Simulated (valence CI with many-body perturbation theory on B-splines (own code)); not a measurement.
Values are calculated unless marked as measured or tabulated.
**Sensitivity of CI+MBPT for La18+**

Method: configuration interaction combined with many-body perturbation theory (CI+MBPT): three valence electrons over a frozen Dirac-Fock core [Kr], a basis of 6 s, 6 p, 5 d, 5 f, 1 g functions for each j, with the one-electron correlation potential Σ1, the two-electron term Σ2, the three-electron term Σ3, Breit, model QED; selected CI, second order for the rest, scaled by the run's own slope (own B-spline code, finite nucleus).

No measured spectrum was set against this ion. As an estimate, terms of the open shell hold to 2 to 4 % of their energy, and close levels can change places. Only levels of the ground parity were solved; by the run's estimate the other parity begins above the list, which can be wrong where configurations are misplaced.

The reference run has the lowest level 4d3 4F_3/2 and an ionisation energy of 499.057 eV. Its largest variational space holds 2718 state functions.

Names give the largest LS component (configuration and term), which can be under half, so a name can repeat, a term be missing and a line seem to break the LS rules; names also repeat where a configuration has a term twice. Letters in brackets count levels of one name in rising energy.

Changed runs:
A. screening of Σ1 on → off
B. cutoff of virtual states (hartree) 6498 → 24000; three-electron term on → off
C. natural orbitals for correlation on → off; scale of Σ1 1 → 0; scale of Σ2 1 → 0; three-electron term on → off
D. scale of Σ1 1 → 2 (bad on purpose)

Excitation energies of the reference run in cm⁻¹, and shifts in cm⁻¹:

| Level | Reference | A | B | C | D |
| --- | --- | --- | --- | --- | --- |
| 4d3 4F_5/2 | 18181 | +72 | -120 | -706 | +297 |
| 4d3 4F_7/2 | 30994 | +97 | -30 | -343 | +402 |
| 4d3 4P_3/2 | 36138 | +49 | -24 | +851 | +224 |
| 4d3 4F_9/2 | 37836 | +89 | +155 | +902 | +377 |
| 4d3 4P_1/2 | 42081 | +64 | -30 | +1030 | +290 |
| 4d3 2G_7/2 | 58976 | +131 | +396 | +1438 | +563 |
| 4d3 2H_9/2 | 61578 | +146 | +74 | +1527 | +625 |
| 4d3 4P_5/2 | 62469 | +118 | +221 | +667 | +516 |
| 4d3 2D_3/2 [a] | 71828 | +142 | +421 | +223 | +620 |
| 4d3 2P_1/2 | 76199 | +145 | -238 | +125 | +637 |
| 4d3 2H_11/2 | 80390 | +157 | +243 | +3434 | +682 |
| 4d3 2D_5/2 [a] | 87382 | +155 | +1006 | +1802 | +687 |
| Ionisation energy (eV) | 499.057 | +0.214 | -0.009 | -3.831 | +2.356 |
